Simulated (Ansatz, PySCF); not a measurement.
C₂H₅FZn, SMILES C[CH2][Zn][F].

The structure is a stationary point at B3LYP-D3(BJ)/def2-SVP. The structure was generated by enumeration; whether it is a known compound was not checked. The values are those of a single conformer.

Vertical ionisation energy (IE) and electron affinity (EA) in eV. Rows of orbital energies are one-electron estimates. Where ΔSCF, EOM or ADC give a negative EA the extra electron is unbound and the value depends on the basis.

| level | IE | EA |
|---|---|---|
| −ε(HOMO), −ε(LUMO), HF/def2-TZVP (PySCF) | 10.60 | -1.98 |
| −ε(HOMO), −ε(LUMO), PBE/def2-TZVP (PySCF) | (withheld) | (withheld) |
| ΔSCF, PBE0/def2-SVPD (Ansatz), final states of multiplicity 2 and 2 | 10.29 | -0.79 |
| ΔSCF, PBE/def2-SVPD (Ansatz), final states of multiplicity 2 and 2 | 10.17 | -0.68 |

Task: Fill in the missing entries. (The exact figures need the calculation; the answer reports its results.)

Result: 
- −ε(HOMO), −ε(LUMO), PBE/def2-TZVP (PySCF), IE: 6.94
- −ε(HOMO), −ε(LUMO), PBE/def2-TZVP (PySCF), EA: 1.38

Task: What vertical singlet–triplet gap does ΔSCF give with PBE0/def2-SVPD (Ansatz, a quantum-chemistry and plane-wave program) and with PBE/def2-SVPD (Ansatz)? (An estimate is asked for; the answer gives what the named calculation found.)

Result: 5.54 and 5.38 eV (triplet above singlet where positive).
